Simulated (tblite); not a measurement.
Species: C9H7O (charge -1).
SMILES with atom numbers: `[CH:1]#[C:2][CH2:3][c:4]1[cH:5][cH:6][cH:7][cH:8][c:9]1[O-:10]` (hydrogens: H11 on C1; H12, H13 on C3; H14 on C5; H15 on C6; H16 on C7; H17 on C8)
Bond orders are those of one Lewis drawing.

Computed with GFN2-xTB (tblite), gas phase: L-BFGS steps from a force-field or distance-geometry start until the largest atomic force falls under 0.01 eV/Å.

Geometry at step 9:
```
atom  x, y, z in Å
C1      3.1735    0.9740    0.2232
C2      2.4701    0.0076    0.1771
C3      1.5311   -1.0914    0.1451
C4      0.1374   -0.5267    0.0210
C5     -0.6606   -0.4228    1.1337
C6     -1.9194    0.1568    1.0728
C7     -2.3634    0.6470   -0.1478
C8     -1.5858    0.5469   -1.2736
C9     -0.2841   -0.0440   -1.2654
O10     0.4319   -0.1411   -2.2977
H11     3.7855    1.8258    0.2377
H12     1.6339   -1.6821    1.0604
H13     1.7585   -1.7207   -0.7172
H14    -0.2961   -0.8041    2.0854
H15    -2.5366    0.2359    1.9588
H16    -3.3455    1.1118   -0.2030
H17    -1.9373    0.9393   -2.2205
```

**Question.** What forces act on the atoms?

**Answer.** 
| atom | Fx (eV/Å) | Fy (eV/Å) | Fz (eV/Å) |
| --- | --- | --- | --- |
| C1 | 0.137 | 0.146 | 0.034 |
| C2 | -0.074 | -0.066 | 0.016 |
| C3 | 0.070 | -0.022 | -0.004 |
| C4 | 0.000 | 0.027 | 0.053 |
| C5 | -0.025 | 0.030 | 0.015 |
| C6 | -0.053 | 0.000 | 0.025 |
| C7 | 0.009 | -0.019 | -0.021 |
| C8 | -0.005 | 0.003 | -0.022 |
| C9 | 0.041 | -0.016 | -0.061 |
| O10 | -0.041 | -0.028 | -0.001 |
| H11 | 0.042 | 0.004 | -0.002 |
| H12 | 0.006 | -0.078 | 0.081 |
| H13 | -0.007 | -0.019 | -0.147 |
| H14 | 0.008 | 0.010 | 0.041 |
| H15 | -0.041 | -0.016 | 0.060 |
| H16 | -0.008 | 0.022 | -0.038 |
| H17 | -0.059 | 0.021 | -0.029 |

The largest, 0.20 eV/Å, acts on C1; the rms over all components is 0.050 eV/Å. The forces sum to zero within rounding, as they must for an isolated molecule in no field.

**Question.** Give the force on C1 in Eh/bohr and in nN.

**Answer.** 0.203 eV/Å ÷ 51.422 = 0.00395 Eh/bohr, and 0.203 eV/Å × 1.602 = 0.33 nN.

**Question.** How far is this geometry from the end of the optimisation?

**Answer.** 0.094 eV above it, and 0.678 Å rms away after alignment. The bonds farthest from their final lengths, with half the difference of the two atoms' forces along the bond (positive lengthens):

| bond | now (Å) | final (Å) | force along bond (eV/Å) |
| --- | --- | --- | --- |
| C3–H13 | 1.091 | 1.097 | +0.05 |
| C3–H12 | 1.094 | 1.100 | +0.05 |
| C3–C4 | 1.509 | 1.514 | +0.04 |
| C2–C3 | 1.446 | 1.443 | -0.06 |
| C1≡C2 | 1.196 | 1.199 | +0.15 |
| C9–O10 | 1.260 | 1.263 | -0.05 |

The angle farthest from its final value is C2–C3–C4, 108.5° against 112.8°.

What follows is the cost of the whole relaxation. The run took 0.65 s wall on one thread, Arm Neoverse V1 (aarch64), shared host with 32 logical CPUs at a one-minute load of 15.
